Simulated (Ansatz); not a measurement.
Sn₆⁺. The state is a doublet with charge 1. Geometry PBE-D4/def2-SVP, that of the neutral singlet; atoms count from 1.

```xyz
6

Sn   -0.5790   -0.7532   -1.4297
Sn   -1.0116    2.0461   -0.6703
Sn    1.9979    0.6160   -1.1322
Sn    0.5765    0.7549    1.4298
Sn   -1.9969   -0.6196    1.1337
Sn    1.0131   -2.0442    0.6687
```

In the def2 sets Sn takes a core potential; there is no spin–orbit coupling. The structure comes from a short search, and lower isomers may exist.

Question: Estimate the Mulliken populations from the PBE0/def2-SVP orbitals of Ansatz.

Answer: 
| atom | charge (e) | spin (α − β) |
| --- | --- | --- |
| Sn1 | -0.01 | 0.09 |
| Sn2 | 0.27 | 0.39 |
| Sn3 | 0.24 | 0.02 |
| Sn4 | -0.01 | 0.09 |
| Sn5 | 0.24 | 0.02 |
| Sn6 | 0.27 | 0.39 |
Mulliken values and Mayer orders depend strongly on the basis.

Question: Where does the spin sit?

Answer: Summed by element: Sn 1.00, of 1 unpaired in all. Largest on single atoms: Sn2 0.39, Sn6 0.39, Sn1 0.09.

Question: And the Mayer bond orders between bonded heavy atoms (over 0.3)?

Answer: Sn1–Sn2 0.63 (2.93 Å); Sn1–Sn3 0.59 (2.93 Å); Sn1–Sn5 0.59 (2.93 Å); Sn1–Sn6 0.63 (2.93 Å); Sn2–Sn3 0.44 (3.36 Å); Sn2–Sn4 0.63 (2.93 Å); Sn2–Sn5 0.44 (3.37 Å); Sn3–Sn4 0.59 (2.93 Å); Sn3–Sn6 0.45 (3.36 Å); Sn4–Sn5 0.59 (2.93 Å); Sn4–Sn6 0.63 (2.93 Å); Sn5–Sn6 0.45 (3.36 Å). Values over 0.3 also appear between atoms too far apart for a bond (Sn1–Sn4 0.57 at 3.43 Å; Sn2–Sn6 0.41 at 4.76 Å; Sn3–Sn5 0.40 at 4.76 Å); they arise where an orbital or an unpaired electron spreads over both atoms.
